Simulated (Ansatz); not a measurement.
The cluster AlRu₆. Total charge 0; doublet. Geometry r2SCAN-D4/def2-SVP; atoms count from 1.

```xyz
7

Ru   -0.088    1.143   -2.026
Ru    0.629    1.136    0.266
Ru    0.184   -1.107    1.276
Ru   -1.469    0.375    2.038
Ru   -1.650    0.278   -0.300
Ru    2.244   -0.619   -0.021
Al    0.149   -1.206   -1.233
```

In the def2 sets Ru takes a core potential; there is no spin–orbit coupling. The charge 0 doublet is spin-contaminated (final ⟨S²⟩ up to 6.61, 0.75 for a pure state). No other spin state of charge 0 was run. The geometry of the doublet was relaxed on an unsound state (⟨S²⟩ 5.62, where a pure state has 0.75). The structure comes from a short search, and lower isomers may exist.

Question: Estimate the Mulliken populations from the PBE0/def2-TZVP orbitals of Ansatz.

Answer: 
```json
{"atom": "Ru1", "charge (e)": "0.01", "spin (α − β)": "2.52", "d electrons": "7.00"}
{"atom": "Ru2", "charge (e)": "-0.10", "spin (α − β)": "1.99", "d electrons": "6.89"}
{"atom": "Ru3", "charge (e)": "-0.05", "spin (α − β)": "-1.78", "d electrons": "6.95"}
{"atom": "Ru4", "charge (e)": "0.01", "spin (α − β)": "-2.66", "d electrons": "6.92"}
{"atom": "Ru5", "charge (e)": "-0.05", "spin (α − β)": "-1.78", "d electrons": "6.95"}
{"atom": "Ru6", "charge (e)": "0.01", "spin (α − β)": "2.52", "d electrons": "7.00"}
{"atom": "Al7", "charge (e)": "0.18", "spin (α − β)": "0.20", "d electrons": "–"}
```
Mulliken values and Mayer orders depend strongly on the basis.

Question: Where does the spin sit?

Answer: Summed by element: Ru 0.80, Al 0.20, of 1 unpaired in all. Largest on single atoms: Ru4 -2.66, Ru1 2.52, Ru6 2.52.

Question: And the Mayer bond orders between bonded heavy atoms (over 0.3)?

Answer: Ru1–Ru2 1.35 (2.40 Å); Ru1–Ru5 0.94 (2.48 Å); Ru1–Al7 0.71 (2.49 Å); Ru2–Ru3 0.74 (2.50 Å); Ru2–Ru4 0.41 (2.85 Å); Ru2–Ru5 0.74 (2.50 Å); Ru2–Ru6 1.35 (2.40 Å); Ru3–Ru4 1.45 (2.35 Å); Ru3–Ru5 0.51 (2.79 Å); Ru3–Ru6 0.94 (2.48 Å); Ru3–Al7 0.70 (2.51 Å); Ru4–Ru5 1.45 (2.35 Å); Ru5–Al7 0.70 (2.51 Å); Ru6–Al7 0.71 (2.49 Å).
